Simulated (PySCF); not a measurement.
Harmonic spectrum computed at PBE0 in the def2-SVP basis family (core potentials from Rb on, PySCF, no spin–orbit coupling):

```json
{"ω (cm⁻¹)": "216", "IR (km/mol)": "0.4"}
{"ω (cm⁻¹)": "344", "IR (km/mol)": "12.3"}
{"ω (cm⁻¹)": "449", "IR (km/mol)": "0.0"}
{"ω (cm⁻¹)": "518", "IR (km/mol)": "26.4"}
{"ω (cm⁻¹)": "518", "IR (km/mol)": "4.2"}
{"ω (cm⁻¹)": "602", "IR (km/mol)": "3.6"}
{"ω (cm⁻¹)": "835", "IR (km/mol)": "584"}
{"ω (cm⁻¹)": "887", "IR (km/mol)": "168"}
{"ω (cm⁻¹)": "907", "IR (km/mol)": "123"}
```

Problem. Which molecule gave it? In each, all ligands are bound to the one heavy central atom.
A. SF₄ (singlet)
B. SnF₄ (singlet)
C. SiF₄ (singlet)
D. BrF₄ (doublet)

Solution. A. It has C2v symmetry with S–F 1.581 Å (×2), S–F 1.658 Å (×2).
